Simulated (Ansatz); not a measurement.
Task: Name a neutral molecule of Cl, Ga, O, S, Si and H with LUMO energy (B3LYP/def2-TZVPP) between -2.25 and -1.95 eV and LUMO energy (ωB97M-V/def2-TZVPP) between -0.05 and 0.25 eV (Ansatz, PBE0-D4/def2-TZVP geometry).

Result: `S[SiH](Cl)[O][GaH2]` (-1.96 eV, 0.02 eV). Other molecules can fit too; these were computed, each in one conformer that needn't be the lowest.

B3LYP here is the variant with VWN-RPA as its local correlation; programs differ in this.
